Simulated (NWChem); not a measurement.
System: CH₁₀FNSi₃; SMILES N[C@H]([SiH3])[Si@@H](F)[SiH3]

```xyz
16

N     -1.8285    -0.6441     0.1531
C     -0.4424    -0.8646    -0.3578
Si     0.2213    -2.6305    -0.1129
Si     0.4936     0.5629     0.4665
F      2.0759     0.5011     0.0783
Si    -0.4543     2.6180    -0.1717
H     -1.9347    -1.0329     1.0884
H     -2.5191    -1.1027    -0.4381
H     -0.4518    -0.6460    -1.4340
H      1.5986    -2.8067    -0.6492
H      0.2188    -2.9469     1.3433
H     -0.6892    -3.6021    -0.7859
H      0.4019     0.3677     1.9447
H     -0.9417     2.5558    -1.5789
H     -1.5956     2.9730     0.7144
H      0.5553     3.7118    -0.0825
```
Atoms are numbered in this order, from 1.

All runs: NWChem. Pople sets run with spherical d functions. STO-3G and 3-21G are far too small for this property and stand as cheap habits. Geometry: optimised at B3LYP/6-31G* (spherical d). B3LYP is NWChem's, with the RPA form of VWN correlation. Field at 589 nm.

### Question
Order these by “isotropic polarisability (bohr³)”, lowest first: B3LYP/def2-SVPD; B3LYP/STO-3G; B3LYP/def2-SVP.

### Answer
B3LYP/STO-3G (49.1), B3LYP/def2-SVP (97.6), B3LYP/def2-SVPD (113.3)
